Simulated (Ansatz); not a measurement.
Mulliken charges of `ClB1O[SiH2]S1` from r2SCAN/def2-TZVPP in Ansatz (PBE0-D4/def2-TZVP geometry).

| atom | x (Å) | y (Å) | z (Å) | charge (e) |
| --- | --- | --- | --- | --- |
| Cl1 | -1.935 | -1.985 | -0.972 | -0.121 |
| B2 | -0.825 | -0.751 | -0.455 | 0.350 |
| O3 | 0.180 | -0.965 | 0.448 | -0.358 |
| Si4 | 0.735 | 0.623 | 0.389 | 0.475 |
| S5 | -0.816 | 1.001 | -1.021 | -0.232 |
| H6 | 0.604 | 1.303 | 1.695 | -0.057 |
| H7 | 2.117 | 0.706 | -0.129 | -0.057 |

Q: By hand: the dipole of these point charges (1 e Å = 4.8032 D).

A: Σ q r = (0.264, 0.272, 0.130) e Å, of length 0.401 e Å = 1.93 D.

Q: How does the dipole of the full density compare? (Best estimate.)

A: Ansatz gave: (0.284, 0.262, 0.150) e Å, 1.99 D; the point charges give 0.97 times that, at 4° from its direction.

Point charges leave out the atoms' own dipoles, such as those of lone pairs, and Mulliken's split depends on the basis, so the close match here is no proof of good charges.
